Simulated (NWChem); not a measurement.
Program: NWChem. System: BrClSi, charge 0, spin multiplicity 1, at a geometry optimised with PBE0/def2-SVP. The structure started from a generated list of species. Level: TDA-PBE0/def2-SVPD.

Job file:

```
start mol
memory heap 200 mb stack 900 mb global 1100 mb
geometry units angstroms nocenter noautoz
  Si    -1.096221    -0.508958     0.000000
  Cl     0.218167    -2.134086     0.000000
  Br     0.332522     1.240139     0.000000
  symmetry group Cs
end
basis spherical
  * library def2-svpd
end
dft
  xc pbe0
  semidirect memsize 60000000 filesize 0
  iterations 100
end
tddft
  cis
  nroots 6
  notriplet
  thresh 1e-4
end
task tddft energy
```

NWChem printed:

```
             Northwest Computational Chemistry Package (NWChem) 7.3.0
             --------------------------------------------------------

                                NWChem Input Module
                                -------------------

 Scaling coordinates for geometry "geometry" by  1.889725989
 (inverse scale =  0.529177249)

 Turning off AUTOSYM since
 SYMMETRY directive was detected!

                             Geometry "geometry" -> ""
                             -------------------------

 Output coordinates in angstroms (scale by  1.889725989 to convert to a.u.)

  No.       Tag          Charge          X              Y              Z
 ---- ---------------- ---------- -------------- -------------- --------------
    1 Si                  14.0000    -1.09622100    -0.50895800     0.00000000
    2 Cl                  17.0000     0.21816700    -2.13408600     0.00000000
    3 Br                  35.0000     0.33252200     1.24013900     0.00000000

 Effective nuclear repulsion energy (a.u.)     268.3277037891

            Nuclear Dipole moment (a.u.)
            ----------------------------
        X                 Y               Z
 ---------------- ---------------- ----------------
     0.0000283459    -0.0000170075     0.0000000000

      Symmetry information
      --------------------

 Group name             Cs
 Group number              2
 Group order               2
 No. of unique centers     3

      Symmetry unique atoms

     1    2    3


 Summary of "ao basis" -> "" (spherical)
 ------------------------------------------------------------------------------
       Tag                 Description            Shells   Functions and Types
 ---------------- ------------------------------  ------  ---------------------
 *                         def2-svpd                  on all atoms

                                 NWChem DFT Module
                                 -----------------

 Summary of "ao basis" -> "ao basis" (spherical)
 ------------------------------------------------------------------------------
       Tag                 Description            Shells   Functions and Types
 ---------------- ------------------------------  ------  ---------------------
 Si                        def2-svpd                10       24   5s3p2d
 Cl                        def2-svpd                11       27   5s4p2d
 Br                        def2-svpd                15       41   6s5p4d

 Summary of "ao basis" -> "ao basis" (spherical)
 ------------------------------------------------------------------------------
       Tag                 Description            Shells   Functions and Types
 ---------------- ------------------------------  ------  ---------------------
 Si                        def2-svpd                10       24   5s3p2d
 Cl                        def2-svpd                11       27   5s4p2d
 Br                        def2-svpd                15       41   6s5p4d

      Symmetry analysis of basis
      --------------------------

        a'         64
        a"         28

            General Information
            -------------------
          SCF calculation type: DFT
          Wavefunction type:  closed shell.
          No. of atoms     :     3
          No. of electrons :    66
           Alpha electrons :    33
            Beta electrons :    33
          Charge           :     0
          Spin multiplicity:     1
          Use of symmetry is: off; symmetry adaption is: on
          Maximum number of iterations: 100
          AO basis - number of functions:    92
                     number of shells:    36
          Convergence on energy requested:  1.00D-06
          Convergence on density requested:  1.00D-05
          Convergence on gradient requested:  5.00D-04

              XC Information
              --------------
                         PBE0 Method XC Functional
                     Hartree-Fock (Exact) Exchange  0.250
          PerdewBurkeErnzerhof Exchange Functional  0.750
            Perdew 1991 LDA Correlation Functional  1.000 local
           PerdewBurkeErnz. Correlation Functional  1.000 non-local

             Grid Information
             ----------------
          Grid used for XC integration:  medium
          Radial quadrature: Mura-Knowles
          Angular quadrature: Lebedev.
          Tag              B.-S. Rad. Rad. Pts. Rad. Cut. Ang. Pts.
          ---              ---------- --------- --------- ---------
          Si                  1.10       88          11.0       590
          Cl                  1.00       88          13.0       590
          Br                  1.15      112          13.0       590
          Grid pruning is: on
          Number of quadrature shells:   288
          Spatial weights used:  Erf1

          Convergence Information
          -----------------------
          Convergence aids based upon iterative change in
          total energy or number of iterations.
          Levelshifting, if invoked, occurs when the
          HOMO/LUMO gap drops below (HL_TOL):  1.00D-02
          DIIS, if invoked, will attempt to extrapolate
          using up to (NFOCK): 10 stored Fock matrices.

                    Damping( 0%)  Levelshifting(0.5)       DIIS
                  --------------- ------------------- ---------------
          dE  on:    start            ASAP                start
          dE off:    2 iters        100 iters           100 iters

      Screening Tolerance Information
      -------------------------------
          Density screening/tol_rho:  1.00D-10
          AO Gaussian exp screening on grid/accAOfunc:  14
[...]
   PerdewBurkeErnzerhof Exchange Functional   0.75
     Perdew 1991 LDA Correlation Functional   1.00 local
    PerdewBurkeErnz. Correlation Functional   1.00 non-local

             TDDFT Information
             -----------------
          Calculation type : Tamm-Dancoff TDDFT
         Wavefunction type : Restricted singlets
          No. of electrons :      66
           Alpha electrons :      33
            Beta electrons :      33
              No. of roots :       6
          Max subspacesize :    5200
            Max iterations :     100
               Target root :       1
           Target symmetry : none
      Symmetry restriction : off
                 Algorithm : Optimal
        Davidson threshold :  0.10D-03

            Memory Information
            ------------------
          Available GA space size is         144170736 doubles
          Available MA space size is          50654076 doubles
          Length of a trial vector is         1947
          Algorithm : Incore multiple tensor contraction
          Estimated peak GA usage is          30816546 doubles
          Estimated peak MA usage is             18600 doubles

    6 smallest eigenvalue differences (eV)
--------------------------------------------------------
  No. Spin  Occ  Vir  Irrep   E(Occ)    E(Vir)   E(Diff)
--------------------------------------------------------
    1    1   33   34 a"       -0.286    -0.115     4.650
    2    1   32   34 a"       -0.323    -0.115     5.682
    3    1   31   34 a'       -0.337    -0.115     6.049
    4    1   30   34 a'       -0.381    -0.115     7.244
    5    1   33   35 a'       -0.286    -0.019     7.250
    6    1   29   34 a"       -0.382    -0.115     7.288
--------------------------------------------------------

  Entering Davidson iterations
  Restricted singlet excited states

  Iter   NTrls   NConv    DeltaV     DeltaE      Time
  ----  ------  ------  ---------  ---------  ---------
    1      6       0     0.13E+00   0.10+100       12.7
    2     12       0     0.56E-01   0.29E-01       13.5
    3     18       0     0.26E-01   0.71E-02       13.6
    4     24       1     0.26E-01   0.22E-02       12.6
    5     29       2     0.17E-01   0.82E-03       12.2
    6     33       4     0.56E-02   0.26E-03        9.6
    7     35       5     0.19E-02   0.54E-04        8.8
    8     36       5     0.43E-03   0.45E-05        8.2
    9     37       6     0.94E-04   0.18E-06        8.2
  ----  ------  ------  ---------  ---------  ---------
  Convergence criterion met

  Ground state a'      -3322.804100442138 a.u.

  ----------------------------------------------------------------------------
  Root   1 singlet a"             0.136134008 a.u.                3.7044 eV
  ----------------------------------------------------------------------------
     Transition Moments    X -0.00000   Y -0.00000   Z  0.56233
     Transition Moments   XX  0.00000  XY  0.00000  XZ -3.14547
     Transition Moments   YY -0.00000  YZ -0.79490  ZZ  0.00000
     Dipole Oscillator Strength                    0.0286983847
     Electric Quadrupole                           0.0000001414
     Magnetic Dipole                               0.0000021423
     Total Oscillator Strength                     0.0287006685

          sigma_e =   1.8160 Angstrom
          sigma_h =   2.0387 Angstrom
         |d_h->e| =   0.3740 Angstrom
            d_exc =   2.7383 Angstrom
            d_CD1 =   0.5967 Angstrom
            d_CD2 =  -1.5534 Angstrom
            d_CD3 =   3.1124 Angstrom
     Pearson C.C. =   0.0129

     Occ.   27  a'  ---  Virt.   34  a"       0.08710
     Occ.   29  a'  ---  Virt.   34  a"      -0.08617
     Occ.   32  a'  ---  Virt.   34  a"       0.08291
     Occ.   33  a'  ---  Virt.   34  a"      -0.98243
  ----------------------------------------------------------------------------
  Root   2 singlet a"             0.156837422 a.u.                4.2678 eV
  ----------------------------------------------------------------------------
     Transition Moments    X  0.00000   Y  0.00000   Z -0.11621
     Transition Moments   XX  0.00000  XY  0.00000  XZ  0.62027
     Transition Moments   YY -0.00000  YZ  0.46058  ZZ  0.00000
     Dipole Oscillator Strength                    0.0014120691
     Electric Quadrupole                           0.0000000123
     Magnetic Dipole                               0.0000003492
     Total Oscillator Strength                     0.0014124306

          sigma_e =   1.8002 Angstrom
          sigma_h =   1.9751 Angstrom
         |d_h->e| =   1.2448 Angstrom
            d_exc =   2.9267 Angstrom
            d_CD1 =   1.4197 Angstrom
            d_CD2 =  -0.6429 Angstrom
            d_CD3 =   4.1715 Angstrom
     Pearson C.C. =   0.0177

     Occ.   32  a'  ---  Virt.   34  a"       0.99497
     Occ.   33  a'  ---  Virt.   34  a"       0.07674
  ----------------------------------------------------------------------------
  Root   3 singlet a'             0.187905196 a.u.                5.1132 eV
  ----------------------------------------------------------------------------
     Transition Moments    X  0.11491   Y  0.47839   Z -0.00000
     Transition Moments   XX  0.26957  XY  1.08018  XZ -0.00000
     Transition Moments   YY -0.07340  YZ -0.00000  ZZ -0.20970
     Dipole Oscillator Strength                    0.0303234868
     Electric Quadrupole                           0.0000000434
     Magnetic Dipole                               0.0000000291
     Total Oscillator Strength                     0.0303235593

          sigma_e =   1.8552 Angstrom
          sigma_h =   1.7839 Angstrom
         |d_h->e| =   1.4465 Angstrom
            d_exc =   2.9546 Angstrom
            d_CD1 =   1.5179 Angstrom
            d_CD2 =  -0.3730 Angstrom
            d_CD3 =   4.4011 Angstrom
     Pearson C.C. =  -0.0019

     Occ.   28  a'  ---  Virt.   35  a'      -0.06875
     Occ.   31  a"  ---  Virt.   34  a"       0.93856
     Occ.   32  a'  ---  Virt.   35  a'       0.07827
     Occ.   32  a'  ---  Virt.   36  a'       0.12244
     Occ.   33  a'  ---  Virt.   35  a'       0.26412
     Occ.   33  a'  ---  Virt.   36  a'      -0.09114
  ----------------------------------------------------------------------------
  Root   4 singlet a"             0.215268733 a.u.                5.8578 eV
  ----------------------------------------------------------------------------
     Transition Moments    X -0.00000   Y -0.00000   Z  0.26746
     Transition Moments   XX  0.00000  XY -0.00000  XZ -1.30071
     Transition Moments   YY  0.00000  YZ -0.25746  ZZ -0.00000
     Dipole Oscillator Strength                    0.0102661267
     Electric Quadrupole                           0.0000000934
     Magnetic Dipole                               0.0000002681
     Total Oscillator Strength                     0.0102664882

          sigma_e =   1.7963 Angstrom
          sigma_h =   1.8055 Angstrom
         |d_h->e| =   1.0631 Angstrom
            d_exc =   2.7432 Angstrom
            d_CD1 =   1.0723 Angstrom
            d_CD2 =  -0.7378 Angstrom
            d_CD3 =   3.8062 Angstrom
     Pearson C.C. =   0.0141

     Occ.   27  a'  ---  Virt.   34  a"       0.06290
     Occ.   28  a'  ---  Virt.   34  a"       0.05114
     Occ.   29  a'  ---  Virt.   34  a"       0.98950
     Occ.   33  a'  ---  Virt.   34  a"      -0.07552
  ----------------------------------------------------------------------------
  Root   5 singlet a'             0.224781657 a.u.                6.1166 eV
  ----------------------------------------------------------------------------
     Transition Moments    X  0.42234   Y  0.20700   Z  0.00000
     Transition Moments   XX -3.07641  XY  0.19017  XZ -0.00000
     Transition Moments   YY  0.28191  YZ  0.00000  ZZ  0.77994
     Dipole Oscillator Strength                    0.0331505421
     Electric Quadrupole                           0.0000002683
     Magnetic Dipole                               0.0000001744
     Total Oscillator Strength                     0.0331509848

          sigma_e =   2.1088 Angstrom
          sigma_h =   1.9399 Angstrom
         |d_h->e| =   0.7205 Angstrom
            d_exc =   2.9348 Angstrom
            d_CD1 =   0.8894 Angstrom
            d_CD2 =  -1.3039 Angstrom
            d_CD3 =   3.6553 Angstrom
     Pearson C.C. =   0.0142

     Occ.   30  a"  ---  Virt.   34  a"      -0.68989
     Occ.   32  a'  ---  Virt.   35  a'       0.05752
     Occ.   33  a'  ---  Virt.   35  a'      -0.41270
     Occ.   33  a'  ---  Virt.   36  a'      -0.57515
  ----------------------------------------------------------------------------
  Root   6 singlet a'             0.239837238 a.u.                6.5263 eV
  ----------------------------------------------------------------------------
     Transition Moments    X -1.06232   Y -0.45425   Z  0.00000
     Transition Moments   XX  3.82193  XY  1.22160  XZ  0.00000
     Transition Moments   YY -3.31426  YZ  0.00000  ZZ  0.38500
     Dipole Oscillator Strength                    0.2134347436
     Electric Quadrupole                           0.0000010454
     Magnetic Dipole                               0.0000004410
     Total Oscillator Strength                     0.2134362300

          sigma_e =   2.2681 Angstrom
          sigma_h =   2.0216 Angstrom
         |d_h->e| =   0.6024 Angstrom
            d_exc =   3.0376 Angstrom
            d_CD1 =   0.8489 Angstrom
            d_CD2 =  -1.5424 Angstrom
            d_CD3 =   3.6400 Angstrom
     Pearson C.C. =   0.0400

     Occ.   28  a'  ---  Virt.   35  a'       0.12096
     Occ.   28  a'  ---  Virt.   36  a'      -0.06857
     Occ.   29  a'  ---  Virt.   35  a'       0.12176
     Occ.   30  a"  ---  Virt.   34  a"      -0.58625
     Occ.   31  a"  ---  Virt.   34  a"      -0.13702
     Occ.   32  a'  ---  Virt.   36  a'      -0.27977
     Occ.   33  a'  ---  Virt.   35  a'       0.65550
     Occ.   33  a'  ---  Virt.   36  a'       0.22363
     Occ.   33  a'  ---  Virt.   37  a'      -0.12557
     Occ.   33  a'  ---  Virt.   49  a'       0.08116

              Target root =      1
          Target symmetry = none
      Ground state energy =  -3322.804100442138
        Excitation energy =      0.136134007974
     Excited state energy =  -3322.667966434164

  stored tddft:energy   -3322.6679664341641

 Task  times  cpu:      102.6s     wall:      102.6s

 Total times  cpu:      102.6s     wall:      102.6s
```
